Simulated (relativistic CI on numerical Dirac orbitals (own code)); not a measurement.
# One change at a time: Pt VI

Base calculation: Dirac-Coulomb-Breit CI, separate exchange-only KLI orbitals for each configuration, QED by a radiative potential, valence Slater integrals scaled by 0.85, P86 correlation energy added to each configuration.

Configuration list (outside the closed core [Kr] 4d10 4f14): 5s²5p⁶5d⁵, 5s²5p⁶5d⁴6s, 5s²5p⁶5d⁴5f, 5s²5p⁶5d⁴6p, 5s²5p⁶5d⁴5g, 5s²5p⁵5d⁶, 5s²5p⁶5d⁴6d, 5s²5p⁶5d⁴7s, 5s²5p⁶5d³6s6p, 5s²5p⁶5d⁴7p, 5s²5p⁶5d⁴6f, 5s²5p⁶5d⁴7d, 5s²5p⁶5d⁴8s, 5s²5p⁶5d⁴8p, 5s²5p⁶5d³5f6s, 5s²5p⁶5d⁴7f, 5s5p⁶5d⁶, 5s²5p⁶5d³6p6d, 5s²5p⁵5d⁵6s, 5s5p⁶5d⁵5f, 5s²5p⁶5d³6s², 5s²5p⁶5d²5f6s², 5s²5p⁶5d²6s²6p, 5s²5p⁶5d²5g6s², 5s²5p⁶5d²6s²6d, 5s²5p⁶5d³6p², 5s²5p⁶5d²6s6p², 5s²5p⁶5d²5f6p², 5s²5p⁶5d²6p³, 5s²5p⁶5d²5g6p², 5s²5p⁶5d²6p²6d. Double excitations out of closed p, d and f shells are left out; levels of such configurations are missing from the list, as are those of other unlisted configurations, and high levels can miss mixing partners.

The lowest level and the first level of each name with at least 55 % of one term (blank where a level has no safe partner in the second run):

| Level | Base (cm⁻¹) | Shift (cm⁻¹) |
| --- | --- | --- |
| 5s²5p⁶5d⁵ ⁶S5/2 | 0.0 | 0.0 |
| 5s²5p⁶5d⁵ ⁴G7/2 | 24304.2 | -1.4 |
| 5s²5p⁶5d⁵ ⁴G11/2 | 25890.3 | -1.0 |
| 5s²5p⁶5d⁵ ⁴G9/2 | 27201.0 | -1.0 |
| 5s²5p⁶5d⁵ ⁴P1/2 | 28697.6 | -2.9 |
| 5s²5p⁶5d⁵ ⁴D7/2 | 33002.5 | -2.0 |
| 5s²5p⁶5d⁵ ⁴D1/2 | 37805.7 | -3.1 |
| 5s²5p⁶5d⁵ ²I11/2 | 38170.9 | -1.1 |
| 5s²5p⁶5d⁵ ²I13/2 | 42256.3 | -1.0 |
| 5s²5p⁶5d⁵ ²D3/2 | 53164.9 | -2.0 |
| 5s²5p⁶5d⁵ ²S1/2 | 57180.0 | -5.1 |
| 5s²5p⁶5d⁵ ²H11/2 | 59394.9 | -1.3 |
| 5s²5p⁶5d⁵ ²P3/2 | 81032.0 | -5.3 |
| 5s²5p⁶5d⁵ ²P1/2 | 86411.8 | -5.7 |
| 5s²5p⁶5d⁴6s ⁶D1/2 | 115533.9 | -577.6 |
| 5s²5p⁶5d⁴6s ⁶D3/2 | 120794.3 | -578.7 |
| 5s²5p⁶5d⁴6s ⁶D5/2 | 125382.8 | -578.9 |
| 5s²5p⁶5d⁴6s ⁶D7/2 | 129022.0 | -578.8 |
| 5s²5p⁶5d⁴6s ⁶D9/2 | 131720.4 | -578.4 |
| 5s²5p⁶5d⁴6s ⁴D3/2 | 140284.2 | -567.8 |
| 5s²5p⁶5d⁴6s ⁴H11/2 | 149465.4 | -577.7 |
| 5s²5p⁶5d⁴6s ⁴F3/2 | 149816.8 | -576.2 |

At this charge configurations can still be misplaced by up to about 7 % of their energy. Levels and lines within the n = 5 or 6 shells can be off by up to 10 % or somewhat more, and those that change n by about 2 %, since core polarisation is missing.

Problem. One thing was changed in a second run, which moved the levels as shown. Which?
A. self-excluded LDA correlation estimate
B. only the first configuration
C. only the first 3 configurations
D. Breit term removed
E. no correlation estimate
F. QED terms removed
G. configuration mixing switched off

Solution. A. Self-excluded LDA correlation estimate. A correlation estimate moves all levels of a configuration together before mixing; mixed levels move by a weighted share.

LS names give the leading component of a level, which can be under half, so a name can repeat, a term be missing and a line seem to break the LS rules.
